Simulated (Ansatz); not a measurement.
Ansatz (a first-principles code) job for C2H4F2Si2, SMILES C#C[Si@H](F)[SiH2]F, B3LYP-D3(BJ)/def2-SVP. 

Ansatz 0.2 input:
```yaml
crystal:
  periodic: [false, false, false]
  atoms:
    - {symbol: C, position_ang: [2.85983986, 0.90037079, 0.29877700]}
    - {symbol: C, position_ang: [1.88014583, 0.20423367, 0.34476734]}
    - {symbol: Si, position_ang: [0.32365439, -0.79395744, 0.40441357]}
    - {symbol: F, position_ang: [0.39625969, -1.79511390, -0.86534655]}
    - {symbol: Si, position_ang: [-1.58088333, 0.49135295, 0.29647650]}
    - {symbol: F, position_ang: [-1.55984396, 1.41688949, -1.02372609]}
    - {symbol: H, position_ang: [3.72593582, 1.49635132, 0.24928942]}
    - {symbol: H, position_ang: [0.41136734, -1.71693325, 1.53454001]}
    - {symbol: H, position_ang: [-2.84127258, -0.23337705, 0.16479022]}
    - {symbol: H, position_ang: [-1.66248099, 1.46681473, 1.37930687]}
basis:
  gaussian:
    orbitals: def2-SVP
hamiltonian:
  xc: b3lyp
  dispersion: d3bj
relax: {f_tol: 0.002, max_steps: 200}
```

Output:

```
WARN ansatz: RAYON_NUM_THREADS=2 ignored (pool sized by the plan → 2); use --threads N
Functional definition: B3LYP
integrals: 0.06 GiB planned
1161 factors; integrals over basis functions are off by at most 3.5e-4 eV
mean field: 0.52 GiB planned
mean field evaluation 1: about -23312.7605 eV, gradient 5.5e1 eV
mean field evaluation 2: about -23305.8257 eV, gradient 8.3e1 eV
mean field evaluation 4: about -23319.0614 eV, gradient 6.8e0 eV
mean field evaluation 8: about -23319.1886 eV, gradient 4.6e-1 eV
mean field evaluation 16: about -23319.1892 eV, gradient 4.2e-5 eV
mean field -23319.18919393 eV, -856.9643965627 hartree, gradient 4.2e-5 eV, S^2 0.000000; 0 other end points of the search recorded, 0 dependent functions left out
the calculation of the forces begins
reference -23319.18946937 eV, -856.9644066852 hartree; 31, 31 occupied and 81, 81 virtual orbitals, 1161 factors
relax step   1: F+E_penalty+E_count = -23319.60244875 eV  Δ(F+E_penalty+E_count) = +0.000e0 eV  max|allowed force component| = 1.822e0 eV/Å  Δτ_max = 0.0000 Å  (27 SCF iters, accepted)
these checks for a lower state are left out or cut short: starts, cluster_reference, orbital_swaps, neighbouring_geometries, increment
integrals: 0.07 GiB planned
1161 factors; integrals over basis functions are off by at most 3.4e-4 eV
mean field: 0.52 GiB planned
mean field -23319.36192452 eV, -856.9707442948 hartree, gradient 8.5e-6 eV, S^2 0.000000; 0 other end points of the search recorded, 0 dependent functions left out
the calculation of the forces begins
reference -23319.36220164 eV, -856.9707544787 hartree; 31, 31 occupied and 81, 81 virtual orbitals, 1161 factors
relax step   2: F+E_penalty+E_count = -23319.77848673 eV  Δ(F+E_penalty+E_count) = -1.760e-1 eV  max|allowed force component| = 3.296e-1 eV/Å  Δτ_max = 0.1777 Å  (31 SCF iters, accepted)
these checks for a lower state are left out or cut short: starts, cluster_reference, orbital_swaps, neighbouring_geometries, increment
integrals: 0.06 GiB planned
1161 factors; integrals over basis functions are off by at most 3.6e-4 eV
mean field: 0.52 GiB planned
mean field -23319.38148825 eV, -856.9714632489 hartree, gradient 9.8e-6 eV, S^2 0.000000; 0 other end points of the search recorded, 0 dependent functions left out
the calculation of the forces begins
reference -23319.38176613 eV, -856.9714734604 hartree; 31, 31 occupied and 81, 81 virtual orbitals, 1161 factors
relax step   3: F+E_penalty+E_count = -23319.79468135 eV  Δ(F+E_penalty+E_count) = -1.619e-2 eV  max|allowed force component| = 1.480e-1 eV/Å  Δτ_max = 0.0812 Å  (31 SCF iters, accepted)
these checks for a lower state are left out or cut short: starts, cluster_reference, orbital_swaps, neighbouring_geometries, increment
integrals: 0.06 GiB planned
1161 factors; integrals over basis functions are off by at most 3.6e-4 eV
mean field: 0.52 GiB planned
mean field evaluation 32: about -23319.3646 eV, gradient 7.8e-1 eV
mean field -23319.38301397 eV, -856.9715193178 hartree, gradient 9.5e-6 eV, S^2 0.000000; 0 other end points of the search recorded, 0 dependent functions left out
the calculation of the forces begins
reference -23319.38329176 eV, -856.9715295265 hartree; 31, 31 occupied and 81, 81 virtual orbitals, 1161 factors
relax step   4: F+E_penalty+E_count = -23319.79670516 eV  Δ(F+E_penalty+E_count) = -2.024e-3 eV  max|allowed force component| = 6.682e-2 eV/Å  Δτ_max = 0.0186 Å  (32 SCF iters, accepted)
these checks for a lower state are left out or cut short: starts, cluster_reference, orbital_swaps, neighbouring_geometries, increment
integrals: 0.07 GiB planned
1161 factors; integrals over basis functions are off by at most 3.6e-4 eV
mean field: 0.52 GiB planned
mean field -23319.38389141 eV, -856.9715515633 hartree, gradient 9.4e-6 eV, S^2 0.000000; 0 other end points of the search recorded, 0 dependent functions left out
the calculation of the forces begins
reference -23319.38416840 eV, -856.9715617423 hartree; 31, 31 occupied and 81, 81 virtual orbitals, 1161 factors
relax step   5: F+E_penalty+E_count = -23319.79824264 eV  Δ(F+E_penalty+E_count) = -1.537e-3 eV  max|allowed force component| = 2.495e-2 eV/Å  Δτ_max = 0.0409 Å  (31 SCF iters, accepted)
these checks for a lower state are left out or cut short: starts, cluster_reference, orbital_swaps, neighbouring_geometries, increment
integrals: 0.07 GiB planned
1161 factors; integrals over basis functions are off by at most 3.7e-4 eV
mean field: 0.52 GiB planned
mean field -23319.38403180 eV, -856.9715567224 hartree, gradient 9.4e-6 eV, S^2 0.000000; 0 other end points of the search recorded, 0 dependent functions left out
the calculation of the forces begins
reference -23319.38430821 eV, -856.9715668803 hartree; 31, 31 occupied and 81, 81 virtual orbitals, 1161 factors
relax step   6: F+E_penalty+E_count = -23319.79850315 eV  Δ(F+E_penalty+E_count) = -2.605e-4 eV  max|allowed force component| = 1.405e-2 eV/Å  Δτ_max = 0.0269 Å  (31 SCF iters, accepted)
these checks for a lower state are left out or cut short: starts, cluster_reference, orbital_swaps, neighbouring_geometries, increment
integrals: 0.07 GiB planned
1161 factors; integrals over basis functions are off by at most 3.7e-4 eV
mean field: 0.52 GiB planned
mean field -23319.38404620 eV, -856.9715572517 hartree, gradient 8.9e-6 eV, S^2 0.000000; 0 other end points of the search recorded, 0 dependent functions left out
the calculation of the forces begins
reference -23319.38432244 eV, -856.9715674031 hartree; 31, 31 occupied and 81, 81 virtual orbitals, 1161 factors
relax step   7: F+E_penalty+E_count = -23319.79854812 eV  Δ(F+E_penalty+E_count) = -4.497e-5 eV  max|allowed force component| = 7.831e-3 eV/Å  Δτ_max = 0.0100 Å  (25 SCF iters, accepted)
these checks for a lower state are left out or cut short: starts, cluster_reference, orbital_swaps, neighbouring_geometries, increment
integrals: 0.07 GiB planned
1161 factors; integrals over basis functions are off by at most 3.7e-4 eV
mean field: 0.52 GiB planned
mean field evaluation 64: about -23319.3841 eV, gradient 9.5e-6 eV
mean field -23319.38407369 eV, -856.9715582620 hartree, gradient 9.5e-6 eV, S^2 0.000000; 0 other end points of the search recorded, 0 dependent functions left out
the calculation of the forces begins
reference -23319.38434963 eV, -856.9715684027 hartree; 31, 31 occupied and 81, 81 virtual orbitals, 1161 factors
relax step   8: F+E_penalty+E_count = -23319.79859889 eV  Δ(F+E_penalty+E_count) = -5.077e-5 eV  max|allowed force component| = 1.081e-2 eV/Å  Δτ_max = 0.0189 Å  (32 SCF iters, accepted)
these checks for a lower state are left out or cut short: starts, cluster_reference, orbital_swaps, neighbouring_geometries, increment
integrals: 0.07 GiB planned
1161 factors; integrals over basis functions are off by at most 3.7e-4 eV
mean field: 0.52 GiB planned
mean field -23319.38407467 eV, -856.9715582980 hartree, gradient 1.2e-5 eV, S^2 0.000000; 0 other end points of the search recorded, 0 dependent functions left out
the calculation of the forces begins
reference -23319.38435045 eV, -856.9715684325 hartree; 31, 31 occupied and 81, 81 virtual orbitals, 1161 factors
relax step   9: F+E_penalty+E_count = -23319.79861680 eV  Δ(F+E_penalty+E_count) = -1.791e-5 eV  max|allowed force component| = 8.444e-3 eV/Å  Δτ_max = 0.0109 Å  (25 SCF iters, accepted)
these checks for a lower state are left out or cut short: starts, cluster_reference, orbital_swaps, neighbouring_geometries, increment
integrals: 0.07 GiB planned
1161 factors; integrals over basis functions are off by at most 3.7e-4 eV
mean field: 0.52 GiB planned
mean field -23319.38410323 eV, -856.9715593476 hartree, gradient 1.7e-5 eV, S^2 0.000000; 0 other end points of the search recorded, 0 dependent functions left out
the calculation of the forces begins
reference -23319.38437895 eV, -856.9715694799 hartree; 31, 31 occupied and 81, 81 virtual orbitals, 1161 factors
relax step  10: F+E_penalty+E_count = -23319.79863084 eV  Δ(F+E_penalty+E_count) = -1.404e-5 eV  max|allowed force component| = 7.843e-3 eV/Å  Δτ_max = 0.0057 Å  (22 SCF iters, accepted)
these checks for a lower state are left out or cut short: starts, cluster_reference, orbital_swaps, neighbouring_geometries, increment
integrals: 0.07 GiB planned
1161 factors; integrals over basis functions are off by at most 3.7e-4 eV
mean field: 0.52 GiB planned
mean field -23319.38411195 eV, -856.9715596680 hartree, gradient 2.9e-5 eV, S^2 0.000000; 0 other end points of the search recorded, 0 dependent functions left out
the calculation of the forces begins
reference -23319.38438769 eV, -856.9715698013 hartree; 31, 31 occupied and 81, 81 virtual orbitals, 1161 factors
relax step  11: F+E_penalty+E_count = -23319.79863758 eV  Δ(F+E_penalty+E_count) = -6.739e-6 eV  max|allowed force component| = 4.068e-3 eV/Å  Δτ_max = 0.0017 Å  (21 SCF iters, accepted)
these checks for a lower state are left out or cut short: starts, cluster_reference, orbital_swaps, neighbouring_geometries, increment
integrals: 0.07 GiB planned
1161 factors; integrals over basis functions are off by at most 3.7e-4 eV
mean field: 0.52 GiB planned
mean field -23319.38408801 eV, -856.9715587880 hartree, gradient 2.2e-5 eV, S^2 0.000000; 0 other end points of the search recorded, 0 dependent functions left out
the calculation of the forces begins
reference -23319.38436374 eV, -856.9715689211 hartree; 31, 31 occupied and 81, 81 virtual orbitals, 1161 factors
relax step  12: F+E_penalty+E_count = -23319.79864121 eV  Δ(F+E_penalty+E_count) = -3.622e-6 eV  max|allowed force component| = 1.953e-3 eV/Å  Δτ_max = 0.0009 Å  (21 SCF iters, accepted)
integrals: 0.07 GiB planned
1161 factors; integrals over basis functions are off by at most 3.7e-4 eV
mean field: 0.52 GiB planned
mean field evaluation 96: about -23319.3841 eV, gradient 3.5e-2 eV
mean field -23319.38408801 eV, -856.9715587880 hartree, gradient 2.2e-5 eV, S^2 0.000000; 1 other end points of the search recorded, 0 dependent functions left out
the calculation of the forces begins
reference -23319.38436374 eV, -856.9715689211 hartree; 31, 31 occupied and 81, 81 virtual orbitals, 1161 factors
Total energy: -23319.79891694 eV, -856.9868034702 hartree
Atom 0 at     2.813405     0.922848     0.264567 Å, force    -0.001241    -0.000629     0.000116 eV/Å
Atom 1 at     1.849363     0.180346     0.309500 Å, force     0.001953     0.000376    -0.000021 eV/Å
Atom 2 at     0.342970    -0.849486     0.387491 Å, force    -0.000629     0.000726     0.000410 eV/Å
Atom 3 at     0.330564    -1.885733    -0.873685 Å, force     0.000246    -0.000497    -0.000442 eV/Å
Atom 4 at    -1.554715     0.530169     0.265023 Å, force    -0.000289    -0.000124     0.000192 eV/Å
Atom 5 at    -1.401419     1.516267    -1.027476 Å, force     0.000014     0.000144    -0.000155 eV/Å
Atom 6 at     3.668633     1.573429     0.222704 Å, force    -0.000043     0.000006    -0.000076 eV/Å
Atom 7 at     0.355965    -1.657568     1.636661 Å, force     0.000164    -0.000050    -0.000011 eV/Å
Atom 8 at    -2.804902    -0.263922     0.105569 Å, force    -0.000189     0.000052    -0.000040 eV/Å
Atom 9 at    -1.647143     1.370280     1.492935 Å, force     0.000013    -0.000006     0.000027 eV/Å
Dipole moment:     0.104707     0.120500     0.404694 e Å
```

Self-consistency was reached.

Cost: roughly 80 core-seconds.
